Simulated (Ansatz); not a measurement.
`C=C(C)[TeH]` + `BN` → `BNC(=C)C` + H₂Te  (substitution at a C–Te bond)

Calculated with Ansatz (gas phase, PBE0-D4/def2-TZVP geometries, no zero-point term in ΔE). CCSD(T)/CBS adds triple-zeta CCSD(T) − MP2 to the extrapolated MP2 energy (def2 sets, frozen cores). This one scheme is used for every species. DFT in def2-TZVPP. B3LYP here is the variant with VWN-RPA as its local correlation; programs differ in this. def2 core potentials past Kr. For Te outer-core shells are correlated without core-valence functions, which leaves a few kJ/mol of doubt a bond. One conformer a species, not always the lowest.

```tsv
level	ΔE (kJ/mol)
PBE-D4	-0.7
r2SCAN-D4	-3.3
B3LYP-D4	-0.4
ωB97X-V	-2.8
PBE0	-4.3
CCSD(T)/def2-TZVPP	4.1
SCS-MP2/def2-QZVPP	13.0
CCSD/CBS(def2)	6.0
```

Q: What does CCSD(T)/CBS give? (Best estimate.)

A: Computed: +8.3 kJ/mol. The listed levels differ from it by -9.0, -11.6, -8.7, -11.1, -12.6, -4.2, 4.7, -2.3 kJ/mol.

Largest T1 diagnostic among the species: 0.013.

In def2-TZVPP, CCSD(T) changes the Hartree–Fock value by +12.2 kJ/mol (the triples alone add +2.3 kJ/mol) and MP2 by +21.0 kJ/mol.
